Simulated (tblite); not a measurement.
A structure optimised at GFN2-xTB (Å):
```
atom  x, y, z in Å
C1     3.937   -0.458   -0.149
C2     2.563   -0.110    0.298
C3     1.447   -0.325   -0.386
P4    -0.122    0.179    0.347
O5    -0.021    0.800    1.672
C6    -0.931    1.271   -0.900
C7    -2.337    1.572   -0.416
S8    -3.400    0.098   -0.499
C9    -2.582   -0.917    0.769
C10   -1.187   -1.328    0.338
H11    4.553    0.439   -0.185
H12    3.929   -0.925   -1.132
H13    4.398   -1.140    0.565
H14    2.476    0.361    1.270
H15    1.443   -0.789   -1.361
H16   -0.947    0.808   -1.886
H17   -0.342    2.193   -0.944
H18   -2.319    1.916    0.621
H19   -2.828    2.321   -1.037
H20   -2.540   -0.334    1.692
H21   -3.232   -1.780    0.916
H22   -1.203   -1.798   -0.646
H23   -0.758   -2.026    1.064
```

Neutral, closed shell.

Problem. Read off the bonds between heavy atoms and their formal orders.

Solution. C1–C2 1.49 Å (single); C2–C3 1.33 Å (double); C3–P4 1.80 Å (single); P4–O5 1.47 Å (double); P4–C6 1.84 Å (single); C6–C7 1.52 Å (single); C7–S8 1.82 Å (single); S8–C9 1.82 Å (single); C9–C10 1.52 Å (single); P4–C10 1.84 Å (single). Bonds to hydrogen (Å): C1–H11 1.09; C1–H12 1.09; C1–H13 1.09; C2–H14 1.08; C3–H15 1.08; C6–H16 1.09; C6–H17 1.09; C7–H18 1.09; C7–H19 1.09; C9–H20 1.09; C9–H21 1.09; C10–H22 1.09; C10–H23 1.09. The orders are those of one drawing; other resonance forms can be drawn.

Problem. Which species is it?

Solution. `C/C=C/P1(=O)CCSCC1`, C7H13OPS. Among its features: C=C double bond, sulfide, phosphine oxide and P=O bond.

Problem. What is the point group of this geometry?

Solution. Cs (every atom within 0.08 Å of its image).

Problem. Which rings does it hold (smallest set)?

Solution. P4–C6–C7–S8–C9–C10 (6 members, 0.32 Å rms from planarity).

Problem. Describe the place of each heavy atom.

Solution. C1: allylic carbon; C2: alkene CH carbon; C3: alkene CH carbon; P4: phosphoryl phosphorus; O5: phosphoryl oxygen; C6/C10: sp3 carbon bound to phosphorus; C7/C9: sp3 carbon bound to sulfur; S8: sulfide sulfur.

Problem. What is the arrangement about P4?

Solution. It has 4 neighbours (C3, O5, C6, C10) and is distorted tetrahedral (angles from 103.2° to 115.2°).

Problem. What is the arrangement about C6?

Solution. It has 4 neighbours (P4, C7, H16, H17) and is tetrahedral (angles from 106.9° to 111.5°).

These are computed values.
